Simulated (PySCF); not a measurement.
BeO, singlet, geometry from GFN2-xTB (such geometries of metal compounds can be far from the true shape). Base run: PySCF with PBE0/cc-pVDZ.

PySCF was given this input:
```python
from pyscf import gto, scf, dft

mol = gto.Mole()
mol.atom = '''
    Be   -0.000000   -0.000000   -0.863051
    O     0.000000    0.000000    0.431525
'''
mol.basis = 'cc-pvdz'
mol.charge = 0
mol.spin = 0
mol.verbose = 4
mol.build()

mf = dft.RKS(mol)
mf.xc = 'pbe0'
mf.kernel()
mf.analyze()
```

The base run was repeated with changes; each row names its change, and settings that it needs were set with it.

```tsv
change	basis functions	E (Eh)	HOMO (eV)	HOMO-LUMO gap (eV)	dipole (D)
base	28	-89.78346	-7.43	3.55	5.84
basis = x2c-TZVPall; relativity = spin-free X2C	50	-89.87140	-7.42	3.52	6.19
basis = x2c-SVPall; relativity = none	23	-89.69910	-7.60	3.64	5.94
basis = ANO-RCC-VDZP; relativity = none	28	-89.79490	-7.63	3.64	6.29
basis = x2c-TZVPall; relativity = spin-free X2C; nucleus = Gaussian (with mol.nucmod = 'G')	50	-89.87139	-7.42	3.52	6.19
basis = ANO-RCC-VDZP; relativity = spin-free X2C	28	-89.85641	-7.63	3.63	6.28
basis = x2c-SVPall; relativity = spin-free X2C; nucleus = Gaussian (with mol.nucmod = 'G')	23	-89.75472	-7.60	3.64	5.92
basis = x2c-SVPall; relativity = spin-free X2C	23	-89.75473	-7.60	3.64	5.92
basis = x2c-TZVPall; relativity = none	50	-89.81323	-7.42	3.52	6.20
basis = ANO-RCC-VDZP; relativity = spin-free X2C; nucleus = Gaussian (with mol.nucmod = 'G')	28	-89.85640	-7.63	3.63	6.28
```

Absolute energies of different levels of theory aren't comparable as measures of quality.

Basis sets contracted for a relativistic Hamiltonian are a mismatch without it, so the rows without relativity aren't non-relativistic limits. No row has spin-orbit coupling; sets with core potentials leave out the core electrons.
